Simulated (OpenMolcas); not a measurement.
**Multiconfigurational calculation on Rh+**

Input:

```
&GATEWAY
Coord
1

Rh 0.0 0.0 0.0
Basis=ANO-RCC-VTZP
Group=XYZ
NoMove
AngMom=0.0 0.0 0.0
AMFI
&SEWARD
Relativistic=R03O02
* reference wave functions (RASSCF and RASSI steps not shown): 8 electrons in 5 orbitals (4d)
>>> COPY JOB001 $Project.JobIph
&CASPT2
XMultistate=10 1 2 3 4 5 6 7 8 9 10
Frozen=8 6
IPEA=0.2
Imaginary=0.2
MaxIter=60
WThr=0.0 0.3 0.05
PrWF=0.5
NoMix
>>> COPY JOB002 $Project.JobIph
&CASPT2
XMultistate=14 1 2 3 4 5 6 7 8 9 10 11 12 13 14
Frozen=8 6
IPEA=0.2
Imaginary=0.2
MaxIter=60
WThr=0.0 0.3 0.05
PrWF=0.5
NoMix
```

Launched by
```bash
OMP_NUM_THREADS=1 MOLCAS_MEM=2252 MOLCAS_PROJECT=a pymolcas a.inp > a.log  # once for each step of the input, in one work folder
```

Output, cut to the results:

```
--- CASPT2 ---
Orbital specifications:
      -----------------------

      Symmetry species                           1   2
                                                ag  au
      Frozen orbitals                            8   6
      Inactive orbitals                          1   3
      Active orbitals                            5   0
      Secondary orbitals                        22  23
      Deleted orbitals                           0   0
      Number of basis functions                 36  32
Type of calculation                        XMS-CASPT2
      Fock operator                              state-average
      IPEA shift                                 0.20
      Real shift                                 0.00
      Imaginary shift                            0.20
      The input orbitals will be transformed to quasi-canonical
      The input states will be rotated to diagonalize the Fock operator
Reference energy:       -4781.0828433836
      E2 (Non-variational):      -0.5464076295
      Shift correction:          -0.0012635261
      E2 (Variational):          -0.5476711557
      Total energy:           -4781.6305145392
      Residual norm:              0.0000008523
      Reference weight:           0.90287
      Contributions to the CASPT2 correlation energy
      Active & Virtual Only:         -0.2326494405
      One Inactive Excited:          -0.2221521295
      Two Inactive Excited:          -0.0916060595
Reference energy:       -4781.0828433835
      E2 (Non-variational):      -0.5437788474
      Shift correction:          -0.0012271785
      E2 (Variational):          -0.5450060260
      Total energy:           -4781.6278494095
      Residual norm:              0.0000008481
      Reference weight:           0.90360
      Contributions to the CASPT2 correlation energy
      Active & Virtual Only:         -0.2300570840
      One Inactive Excited:          -0.2229597126
      Two Inactive Excited:          -0.0907620508
::    XMS-CASPT2 Root  1     Total energy:  -4781.62792037
::    XMS-CASPT2 Root  2     Total energy:  -4781.62768779
::    XMS-CASPT2 Root  3     Total energy:  -4781.62763335
::    XMS-CASPT2 Root  4     Total energy:  -4781.62735048
::    XMS-CASPT2 Root  5     Total energy:  -4781.62701110
::    XMS-CASPT2 Root  6     Total energy:  -4781.62684933
::    XMS-CASPT2 Root  7     Total energy:  -4781.62659178
::    XMS-CASPT2 Root  8     Total energy:  -4781.58694118
::    XMS-CASPT2 Root  9     Total energy:  -4781.58620690
::    XMS-CASPT2 Root 10     Total energy:  -4781.58613613
--- CASPT2 ---
Orbital specifications:
      -----------------------

      Symmetry species                           1   2
                                                ag  au
      Frozen orbitals                            8   6
      Inactive orbitals                          1   3
      Active orbitals                            5   0
      Secondary orbitals                        22  23
      Deleted orbitals                           0   0
      Number of basis functions                 36  32
Type of calculation                        XMS-CASPT2
      Fock operator                              state-average
      IPEA shift                                 0.20
      Real shift                                 0.00
      Imaginary shift                            0.20
      The input orbitals will be transformed to quasi-canonical
      The input states will be rotated to diagonalize the Fock operator
Reference energy:       -4781.0331049563
      E2 (Non-variational):      -0.5550614156
      Shift correction:          -0.0013106260
      E2 (Variational):          -0.5563720416
      Total energy:           -4781.5894769979
      Residual norm:              0.0000008680
      Reference weight:           0.90116
      Contributions to the CASPT2 correlation energy
      Active & Virtual Only:         -0.2382441014
      One Inactive Excited:          -0.2240372412
      Two Inactive Excited:          -0.0927800730
Reference energy:       -4781.0331049563
      E2 (Non-variational):      -0.5556620663
      Shift correction:          -0.0013157135
      E2 (Variational):          -0.5569777798
      Total energy:           -4781.5900827362
      Residual norm:              0.0000008790
      Reference weight:           0.90095
      Contributions to the CASPT2 correlation energy
      Active & Virtual Only:         -0.2387421153
      One Inactive Excited:          -0.2246397052
      Two Inactive Excited:          -0.0922802458
::    XMS-CASPT2 Root  1     Total energy:  -4781.58938621
::    XMS-CASPT2 Root  2     Total energy:  -4781.58850481
::    XMS-CASPT2 Root  3     Total energy:  -4781.58821511
::    XMS-CASPT2 Root  4     Total energy:  -4781.58775531
::    XMS-CASPT2 Root  5     Total energy:  -4781.58747513
::    XMS-CASPT2 Root  6     Total energy:  -4781.56588489
::    XMS-CASPT2 Root  7     Total energy:  -4781.56515399
::    XMS-CASPT2 Root  8     Total energy:  -4781.56442560
::    XMS-CASPT2 Root  9     Total energy:  -4781.56431571
::    XMS-CASPT2 Root 10     Total energy:  -4781.56409789
::    XMS-CASPT2 Root 11     Total energy:  -4781.56382644
::    XMS-CASPT2 Root 12     Total energy:  -4781.56380045
::    XMS-CASPT2 Root 13     Total energy:  -4781.56277014
::    XMS-CASPT2 Root 14     Total energy:  -4781.56135559
```

In XMS-CASPT2 the single-state energies belong to rotated reference states; over a whole degenerate manifold the rotation is arbitrary, and only the multistate roots count.

Levels above the lowest, from the spin-orbit matrix with the multistate effective Hamiltonian, averaged by term, added to it:

```tsv
Configuration	Term	J	E (cm⁻¹)	Measured (cm⁻¹)	g	Term weight %	Second
4d⁸	³F	4	0.0	0.0	1.249	99	
4d⁸	³F	3	2370	2401	1.084	100	
4d⁸	³F	2	3590	3581	0.694	92	7 ¹D
4d⁸	³P	2	8900	8164	1.280	59	36 ¹D
4d⁸	³P	1	11340	10515	1.501	100	
4d⁸	³P	0	11910	10761		100	
4d⁸	¹D	2	12160	11644	1.193	57	40 ³P
4d⁸	¹G	4	15780	14855	1.001	99
```

Against the 7 measured excited levels shown (NIST Handbook of Basic Atomic Spectroscopic Data) the mean absolute deviation is 600 cm-1; the largest miss in energy is 4d⁸ ³P₀: computed 11910, measured 10761 cm⁻¹ (+10.7 %).

Term energies are means over components that CASPT2 splits; among the terms shown or strongly mixed into the levels shown the widest spread is 990 cm-1 (4d⁸ ¹G). Configurations with an s electron lie low at this charge and mix in, so terms can be misplaced. Terms from blocks run as CI alone lack orbitals of their own. The CASPT2 spread within a term exceeds the gap to the next term for 4d⁸ ¹D and 4d⁸ ³P, so the order of their levels is uncertain, and so are names and mixing where such terms share a J. Measured partners are found by configuration, term and J. A level has none where our copy of the source lacks it or the pairing is in doubt (some pairs that miss far off the trend of their configuration count as doubtful), and it then counts in no deviation. Only configurations of the active space appear. The first state left out of the spin-orbit step lies near 42000 cm-1 above the lowest spin-free state of the reference (among the parities and spins computed), and the list stops at four fifths of that energy or lower.

The term weight is that of the spin-free term in the level, not the purity of its configuration.
